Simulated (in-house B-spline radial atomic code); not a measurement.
Radial electron density of neutral thulium, [Xe] 4f13 6s2. All numbers are computed (scalar-relativistic (X2C) HSE06, spin-polarised, spherical fractional occupations, exact exchange averaged over the configuration; Fermi nucleus of rms radius 5.2256 fm) with a radial B-spline atomic code at the basis-set limit, not measured.

One-electron X2C: radii and densities carry no picture-change correction, so inner-shell <1/r> comes out high (for 1s by about 2 % at Z = 33, 5 % at 54, 10 % at 75, 30 % at 118) and <r> low.

Columns: r (bohr), 4πr²n(r) (electrons per bohr), bar.

```
0.000459    2.972 #
0.000577    4.136 #
0.000726     5.74 ##
0.000914    7.933 ###
 0.00115    10.89 ####
 0.00145    14.88 #####
 0.00182    20.01 #######
 0.00229    26.67 #########
 0.00288    34.98 ############
 0.00362    44.98 ################
 0.00456    56.55 ####################
 0.00573    68.77 ########################
 0.00722    80.62 #############################
 0.00908    90.04 ################################
  0.0114    95.11 ##################################
  0.0144    94.55 ##################################
  0.0181    89.21 ################################
  0.0227    83.14 ##############################
  0.0286    82.56 #############################
   0.036    92.52 #################################
  0.0453    110.3 #######################################
   0.057    123.7 ############################################
  0.0717    120.1 ###########################################
  0.0902    103.1 #####################################
   0.113    94.04 #################################
   0.143    104.5 #####################################
    0.18    111.3 ########################################
   0.226    89.45 ################################
   0.284    58.72 #####################
   0.358    53.55 ###################
    0.45    62.52 ######################
   0.566    55.01 ####################
   0.712    34.88 ############
   0.896    20.56 #######
    1.13    14.05 #####
    1.42    9.367 ###
    1.78    4.999 ##
    2.24    2.157 #
    2.82    1.041 
    3.55   0.7125 
    4.47   0.4766 
    5.62   0.2274 
    7.08  0.06956 
     8.9  0.01292 
    11.2 0.001268 
    14.1  5.6e-05
```

On this grid the curve has 4 maxima, near 0.0114, 0.057, 0.18, 0.45 bohr.

The 6s down radial function P(r) = rR(r), positive near the nucleus:

```
r (bohr)         P
 0.00029  0.007159
0.000459   0.01002
0.000726   0.01391
 0.00115   0.01911
 0.00182   0.02576
 0.00288   0.03372
 0.00456   0.04192
 0.00722   0.04744
  0.0114   0.04444
  0.0181   0.02416
  0.0286  -0.01748
  0.0453  -0.06259
  0.0717   -0.0542
   0.113   0.04142
    0.18   0.09438
   0.284  -0.05889
    0.45    -0.126
   0.712    0.1383
    1.13     0.208
    1.78   -0.1669
    2.82   -0.5209
    4.47   -0.4805
    7.08   -0.1868
    11.2  -0.02537
```
